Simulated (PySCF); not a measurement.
## Polarisability and C₆ of Cr⁻ (chromium, charge -1)

[Ar] 3d5 4s2, high-spin 6S determinant. Calculation: PySCF 2.14, in aug-cc-pVTZ (8s7p5d3f2g, 93 functions); no relativity, point nucleus. Coupled (time-dependent) response in atomic units; α is the mean over directions.

| method | mean α (bohr³) | C₆ (like pair) | S(−4) |
| --- | --- | --- | --- |
| LC-wPBE | 2505 | 66940 | 16010000 |

S(−4) is the Cauchy moment in α(ω) = α(0) + S(−4) ω² + …

α(iu) at LC-wPBE:

```
u (hartree)  α(iu) (bohr³)
          0           2505
     0.0500          301.6
      0.100          132.5
      0.200          49.31
      0.300          26.74
      0.500          12.74
      0.750          7.255
       1.00          4.877
       1.50          2.766
       2.00          1.829
       3.00         0.9928
       5.00         0.4358
```

A single London oscillator, α(iu) = α/(1 + u²/ω²), gives C₆ = (3/4) ω α². Matching the computed C₆ needs ω = 4 × 66940 / (3 × 2505²) = 0.0142 hartree.

For an ion, C₆ is the dispersion term alone; charge-induced terms of lower order in 1/R come first.

⟨S²⟩ = 8.89 against 8.75 shows spin contamination.
